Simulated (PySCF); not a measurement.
3,3-dimethylbutyraldehyde, C₆H₁₂O.
SMILES with atom numbers: `[CH3:1][C:2]([CH3:3])([CH3:4])[CH2:5][CH:6]=[O:7]` (hydrogens: H8, H9, H10 on C1; H11, H12, H13 on C3; H14, H15, H16 on C4; H17, H18 on C5; H19 on C6)

Structure used (GFN2-xTB), in Å, numbered top down from 1:
```
atom  x, y, z in Å
C1    -0.4576   -1.1128   -1.0212
C2    -0.3190   -0.0790    0.0974
C3    -1.1411   -0.5303    1.3091
C4    -0.8271    1.2815   -0.3831
C5     1.1523    0.0335    0.5316
C6     2.1390    0.4886   -0.5016
O7     1.9355    0.7464   -1.6537
H8    -0.0899   -2.0840   -0.6952
H9    -1.5015   -1.2210   -1.3057
H10    0.1052   -0.8033   -1.8966
H11   -2.1890   -0.6296    1.0368
H12   -1.0670    0.1925    2.1191
H13   -0.7932   -1.4939    1.6759
H14   -0.2765    1.6040   -1.2618
H15   -1.8814    1.2193   -0.6424
H16   -0.7101    2.0328    0.3957
H17    1.5075   -0.9370    0.8939
H18    1.2397    0.7257    1.3752
H19    3.1643    0.5759   -0.0810
```

A PySCF run (density fitting, gas phase, GFN2-xTB geometry) gave HOMO -5.78 eV, LUMO -1.69 eV, dipole 2.35 D and E = -310.788 Eh.

Question: Which of these levels was it?
A. PBE0/3-21G
B. B97-2/pcSseg-1
C. B97-D/pcseg-1
D. PBE0/def2-SVPD
E. PBE0/6-31G*

Answer: C. It is B97-D/pcseg-1. All candidates on this geometry:

```csv
level and settings,kind,basis functions,SCF cycles,E (Eh),HOMO (eV),LUMO (eV),dipole (D)
"B97-D/pcseg-1, grid level 1",GGA,158,11,-310.7881,-5.78,-1.69,2.35
B97-2/pcSseg-1,global hybrid,179,14,-310.9365,-7.03,-0.67,2.46
PBE0/def2-SVPD,global hybrid,239,14,-310.5057,-7.36,-0.73,2.53
"PBE0/3-21G, damping 0.1 at the start, DIIS from the seventh cycle",global hybrid,87,18,-309.0191,-6.93,-0.15,2.30
"PBE0/6-31G*, fitting basis def2-qzvpp-jkfit",global hybrid,122,10,-310.7058,-7.06,-0.26,2.34
```

The nearest other candidate, by the summed differences of HOMO and LUMO, is B97-2/pcSseg-1: its HOMO differs by -1.25 eV and its LUMO by +1.02 eV. B97-D ran without the empirical dispersion term, which would shift the total energy alone. Cycle counts include a coarse-grid stage where the run had one. All basis functions are spherical, in the Pople sets too.
